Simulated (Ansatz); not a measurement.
[V(H2O)6]2+ (VO₆H₁₂²⁺). Total charge 2; quartet. Geometry PBE-D4/def2-SVP.

```csv
atom,x (Å),y (Å),z (Å)
V1,-0.001,0.000,0.002
O2,1.143,-1.526,0.959
H3,0.770,-2.291,1.440
H4,2.114,-1.583,1.060
O5,-1.141,1.530,-0.954
H6,-0.763,2.298,-1.427
H7,-2.111,1.594,-1.056
O8,-0.078,1.128,1.811
H9,0.298,0.887,2.681
H10,-0.533,1.984,1.934
O11,0.075,-1.122,-1.812
H12,0.532,-1.977,-1.941
H13,-0.311,-0.882,-2.677
O14,-1.758,-1.074,0.564
H15,-2.232,-1.728,0.013
H16,-2.314,-0.927,1.355
O17,1.759,1.066,-0.569
H18,2.308,0.907,-1.362
H19,2.243,1.717,-0.023
```

The 6-31G sets use Cartesian d functions. B3LYP takes the VWN-RPA correlation. HSE06 is defined as in plane-wave codes, on full-range PBE exchange.

Question: Estimate the α-spin orbital energies around the gap (eV) in Ansatz with PBE-D4/def2-SVP, B3LYP-D4/6-31G, PBE0-D4/def2-TZVP, HSE06-D4/def2-TZVP, BHLYP-D4/def2-TZVP.

Answer: 
```json
{"orbital": "HOMO−9", "PBE-D4/def2-SVP": "-18.58", "B3LYP-D4/6-31G": "-19.74", "PBE0-D4/def2-TZVP": "-20.73", "HSE06-D4/def2-TZVP": "-20.32", "BHLYP-D4/def2-TZVP": "-22.50"}
{"orbital": "HOMO−8", "PBE-D4/def2-SVP": "-16.05", "B3LYP-D4/6-31G": "-17.41", "PBE0-D4/def2-TZVP": "-18.36", "HSE06-D4/def2-TZVP": "-17.94", "BHLYP-D4/def2-TZVP": "-20.23"}
{"orbital": "HOMO−7", "PBE-D4/def2-SVP": "-16.05", "B3LYP-D4/6-31G": "-17.41", "PBE0-D4/def2-TZVP": "-18.35", "HSE06-D4/def2-TZVP": "-17.93", "BHLYP-D4/def2-TZVP": "-20.22"}
{"orbital": "HOMO−6", "PBE-D4/def2-SVP": "-16.04", "B3LYP-D4/6-31G": "-17.40", "PBE0-D4/def2-TZVP": "-18.35", "HSE06-D4/def2-TZVP": "-17.93", "BHLYP-D4/def2-TZVP": "-20.22"}
{"orbital": "HOMO−5", "PBE-D4/def2-SVP": "-15.94", "B3LYP-D4/6-31G": "-17.32", "PBE0-D4/def2-TZVP": "-18.21", "HSE06-D4/def2-TZVP": "-17.79", "BHLYP-D4/def2-TZVP": "-20.06"}
{"orbital": "HOMO−4", "PBE-D4/def2-SVP": "-15.90", "B3LYP-D4/6-31G": "-17.28", "PBE0-D4/def2-TZVP": "-18.17", "HSE06-D4/def2-TZVP": "-17.76", "BHLYP-D4/def2-TZVP": "-20.02"}
{"orbital": "HOMO−3", "PBE-D4/def2-SVP": "-15.87", "B3LYP-D4/6-31G": "-17.25", "PBE0-D4/def2-TZVP": "-18.13", "HSE06-D4/def2-TZVP": "-17.72", "BHLYP-D4/def2-TZVP": "-19.98"}
{"orbital": "HOMO−2", "PBE-D4/def2-SVP": "-11.07", "B3LYP-D4/6-31G": "-11.81", "PBE0-D4/def2-TZVP": "-13.57", "HSE06-D4/def2-TZVP": "-13.16", "BHLYP-D4/def2-TZVP": "-15.56"}
{"orbital": "HOMO−1", "PBE-D4/def2-SVP": "-11.07", "B3LYP-D4/6-31G": "-11.81", "PBE0-D4/def2-TZVP": "-13.57", "HSE06-D4/def2-TZVP": "-13.16", "BHLYP-D4/def2-TZVP": "-15.56"}
{"orbital": "HOMO", "PBE-D4/def2-SVP": "-11.06", "B3LYP-D4/6-31G": "-11.80", "PBE0-D4/def2-TZVP": "-13.56", "HSE06-D4/def2-TZVP": "-13.15", "BHLYP-D4/def2-TZVP": "-15.55"}
{"orbital": "LUMO", "PBE-D4/def2-SVP": "-8.83", "B3LYP-D4/6-31G": "-8.13", "PBE0-D4/def2-TZVP": "-7.98", "HSE06-D4/def2-TZVP": "-8.34", "BHLYP-D4/def2-TZVP": "-7.33"}
{"orbital": "LUMO+1", "PBE-D4/def2-SVP": "-8.83", "B3LYP-D4/6-31G": "-7.06", "PBE0-D4/def2-TZVP": "-7.37", "HSE06-D4/def2-TZVP": "-7.77", "BHLYP-D4/def2-TZVP": "-5.93"}
{"orbital": "LUMO+2", "PBE-D4/def2-SVP": "-8.64", "B3LYP-D4/6-31G": "-7.06", "PBE0-D4/def2-TZVP": "-7.37", "HSE06-D4/def2-TZVP": "-7.77", "BHLYP-D4/def2-TZVP": "-5.93"}
{"orbital": "LUMO+3", "PBE-D4/def2-SVP": "-7.09", "B3LYP-D4/6-31G": "-7.05", "PBE0-D4/def2-TZVP": "-6.60", "HSE06-D4/def2-TZVP": "-6.98", "BHLYP-D4/def2-TZVP": "-5.93"}
{"orbital": "LUMO+4", "PBE-D4/def2-SVP": "-7.08", "B3LYP-D4/6-31G": "-6.65", "PBE0-D4/def2-TZVP": "-6.60", "HSE06-D4/def2-TZVP": "-6.97", "BHLYP-D4/def2-TZVP": "-5.68"}
{"orbital": "LUMO+5", "PBE-D4/def2-SVP": "-7.07", "B3LYP-D4/6-31G": "-6.65", "PBE0-D4/def2-TZVP": "-6.59", "HSE06-D4/def2-TZVP": "-6.96", "BHLYP-D4/def2-TZVP": "-5.67"}
{"orbital": "β HOMO", "PBE-D4/def2-SVP": "-15.84", "B3LYP-D4/6-31G": "-17.21", "PBE0-D4/def2-TZVP": "-18.07", "HSE06-D4/def2-TZVP": "-17.66", "BHLYP-D4/def2-TZVP": "-19.89"}
{"orbital": "β LUMO", "PBE-D4/def2-SVP": "-8.57", "B3LYP-D4/6-31G": "-8.10", "PBE0-D4/def2-TZVP": "-7.91", "HSE06-D4/def2-TZVP": "-8.27", "BHLYP-D4/def2-TZVP": "-7.31"}
```
